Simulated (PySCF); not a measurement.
Zn(SH)(SMe) (CH4S2Zn), SMILES [SH][Zn][S]C.

The structure is a stationary point at PBE0-D3(BJ)/def2-SVP. The structure was generated by enumeration; whether it is a known compound was not checked. One conformer was computed; it need not be the lowest.

Calculation: PBE0/def2-TZVP (PySCF).

Estimate the frontier levels, gap, dipole moment and polarisability. (The exact figures need the calculation; the answer reports its results.)


| Property | Value |
|---|---|
| highest occupied level | -6.89 eV |
| lowest empty level | -0.92 eV |
| orbital gap | 5.97 eV |
| dipole moment | 1.61 D |
| quadrupole, principal values (traceless, Buckingham form, about the centre of nuclear charge) | -10.68, 3.59, 7.09 D·Å |
| mean static polarisability | 77.5 bohr³ (11.49 Å³) |
| polarisability, principal values | 57.8, 65.2, 109.5 bohr³ |
